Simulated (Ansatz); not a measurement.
Ansatz (a program for electronic structure) input (B3LYP/LANL2DZ): The .json file is the Basis Set Exchange's LANL2DZ.

Ansatz 0.2 input:
```yaml
crystal:
  periodic: [false, false, false]
  atoms:
    - {symbol: C, position_ang: [-1.95646900, 0.47764100, 0.16573800]}
    - {symbol: Si, position_ang: [-0.36142300, -0.40935100, -0.30415900]}
    - {symbol: C, position_ang: [-0.01793100, -1.82217600, 0.89697600]}
    - {symbol: P, position_ang: [1.31299500, 1.12239300, -0.44117000]}
    - {symbol: H, position_ang: [-2.17424600, 1.29298200, -0.52503000]}
    - {symbol: H, position_ang: [-2.80247900, -0.21243500, 0.15994900]}
    - {symbol: H, position_ang: [-1.87576500, 0.89957700, 1.17292000]}
    - {symbol: H, position_ang: [-0.84000700, -2.54127800, 0.90055700]}
    - {symbol: H, position_ang: [0.89958800, -2.35007800, 0.63558200]}
    - {symbol: H, position_ang: [0.09443300, -1.42885400, 1.91246700]}
    - {symbol: H, position_ang: [1.59076000, 1.14258100, 0.95606500]}
    - {symbol: H, position_ang: [2.31910200, 0.15973300, -0.71301300]}
basis:
  gaussian:
    orbitals: LANL2DZ.json
hamiltonian:
  xc: {name: B3LYP}
magnetization: {spin_polarized: true, initial_magnetization: 1}
relax: {f_tol: 0.003, max_steps: 120}
```

From the output:

```
mean field: 0.21 GiB planned
mean field -2486.10644760 eV, -91.3627268058 hartree, gradient 1.2e-5 eV, S^2 0.751520; 0 other end points of the search recorded, 0 dependent functions left out
the calculation of the forces begins
reference -2486.10669555 eV, -91.3627359179 hartree; 15, 14 occupied and 35, 36 virtual orbitals, 698 factors
relax step  45: F+E_penalty+E_count = -2486.10644760 eV  Δ(F+E_penalty+E_count) = -7.705e-4 eV  max|allowed force component| = 2.049e-2 eV/Å  Δτ_max = 0.0218 Å  (24 SCF iters, accepted)
these checks for a lower state are left out or cut short: starts, cluster_reference, orbital_swaps, neighbouring_geometries, increment
integrals: 0.02 GiB planned
698 factors; integrals over basis functions are off by at most 3.6e-4 eV
mean field: 0.21 GiB planned
mean field -2486.10649979 eV, -91.3627287239 hartree, gradient 1.9e-5 eV, S^2 0.751518; 0 other end points of the search recorded, 0 dependent functions left out
the calculation of the forces begins
reference -2486.10674772 eV, -91.3627378349 hartree; 15, 14 occupied and 35, 36 virtual orbitals, 698 factors
relax step  46: F+E_penalty+E_count = -2486.10649979 eV  Δ(F+E_penalty+E_count) = -5.219e-5 eV  max|allowed force component| = 2.453e-3 eV/Å  Δτ_max = 0.0056 Å  (23 SCF iters, accepted)
these checks for a lower state are left out or cut short: starts, cluster_reference, orbital_swaps, neighbouring_geometries, increment
integrals: 0.02 GiB planned
698 factors; integrals over basis functions are off by at most 3.6e-4 eV
mean field: 0.21 GiB planned
mean field -2486.10650890 eV, -91.3627290586 hartree, gradient 7.8e-5 eV, S^2 0.751517; 0 other end points of the search recorded, 0 dependent functions left out
the calculation of the forces begins
reference -2486.10675685 eV, -91.3627381704 hartree; 15, 14 occupied and 35, 36 virtual orbitals, 698 factors
relax step  47: F+E_penalty+E_count = -2486.10650890 eV  Δ(F+E_penalty+E_count) = -9.109e-6 eV  max|allowed force component| = 2.840e-3 eV/Å  Δτ_max = 0.0059 Å  (20 SCF iters, accepted)
these checks for a lower state are left out or cut short: starts, cluster_reference, orbital_swaps, neighbouring_geometries, increment
integrals: 0.02 GiB planned
698 factors; integrals over basis functions are off by at most 3.6e-4 eV
mean field: 0.21 GiB planned
mean field -2486.10651226 eV, -91.3627291819 hartree, gradient 7.3e-5 eV, S^2 0.751518; 0 other end points of the search recorded, 0 dependent functions left out
the calculation of the forces begins
reference -2486.10676022 eV, -91.3627382944 hartree; 15, 14 occupied and 35, 36 virtual orbitals, 698 factors
relax step  48: F+E_penalty+E_count = -2486.10651226 eV  Δ(F+E_penalty+E_count) = -3.356e-6 eV  max|allowed force component| = 2.030e-3 eV/Å  Δτ_max = 0.0042 Å  (20 SCF iters, accepted)
integrals: 0.02 GiB planned
698 factors; integrals over basis functions are off by at most 3.6e-4 eV
mean field: 0.21 GiB planned
mean field evaluation 288: about -2486.1207 eV, gradient 4.7e-2 eV
mean field -2486.10651226 eV, -91.3627291819 hartree, gradient 7.3e-5 eV, S^2 0.751518; 1 other end points of the search recorded, 0 dependent functions left out
the calculation of the forces begins
reference -2486.10676022 eV, -91.3627382944 hartree; 15, 14 occupied and 35, 36 virtual orbitals, 698 factors
Total energy: -2486.10676022 eV, -91.3627382944 hartree
Atom 0 at    -1.878660     0.421307    -0.036101 Å, force    -0.000850     0.001418     0.000654 eV/Å
Atom 1 at    -0.226894    -0.531538    -0.124742 Å, force     0.000924    -0.000655    -0.000383 eV/Å
Atom 2 at    -0.159564    -1.863632     1.240933 Å, force     0.000229    -0.000806     0.001320 eV/Å
Atom 3 at     1.505816     1.002535     0.287227 Å, force     0.000592     0.000103    -0.001688 eV/Å
Atom 4 at    -1.930052     1.211902    -0.794429 Å, force    -0.000280    -0.000227     0.000189 eV/Å
Atom 5 at    -2.723897    -0.259139    -0.204046 Å, force     0.000753    -0.000227    -0.000042 eV/Å
Atom 6 at    -2.011237     0.887896     0.950806 Å, force     0.000307    -0.000107    -0.000736 eV/Å
Atom 7 at    -0.968354    -2.593749     1.105188 Å, force     0.000230     0.000314    -0.000575 eV/Å
Atom 8 at     0.790855    -2.410611     1.225060 Å, force    -0.000215    -0.000004     0.000226 eV/Å
Atom 9 at    -0.275279    -1.412289     2.237002 Å, force     0.000167     0.000149    -0.000593 eV/Å
Atom 10 at     2.617994     0.162112    -0.099953 Å, force    -0.002030    -0.000032     0.000462 eV/Å
Atom 11 at     1.447831     1.715938    -0.970064 Å, force     0.000173     0.000074     0.001167 eV/Å
Dipole moment:    -0.171836    -0.178401    -0.087507 e Å
```

The geometry given is a B3LYP-D3(BJ)/def2-TZVP minimum.
